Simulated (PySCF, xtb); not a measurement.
O2Se, SMILES O=[Se]=O.

Coordinates come from a PBE0-D3(BJ)/def2-TZVP optimisation.

Computed with IEF-PCM-M06-2X/def2-SVP in PySCF.

The values are the electrostatic part of the solvation free energy, E(continuum) − E(gas) at the gas-phase geometry, in a cavity of scaled van der Waals radii (PySCF's table); cavitation and dispersion terms are not included. In vacuum the orbital gap is 7.57 eV. The dipole moment in vacuum is 2.95 D.

Problem. Estimate the values in water (ε = 78.36), dichloromethane (ε = 8.93), tetrahydrofuran (ε = 7.43). (The exact figures need the calculation; the answer reports its results.)

Solution. 
```csv
solvent,ε,ΔG(elec) (kcal/mol),dipole (D),gap (eV)
water,78.36,-7.6,3.64,7.73
dichloromethane,8.93,-6.4,3.53,7.70
tetrahydrofuran,7.43,-6.2,3.51,7.70
```

For comparison, GFN2-xTB/ALPB(water) (xtb, at the GFN2-xTB geometry, all terms of that model) gives -3.2 kcal/mol.
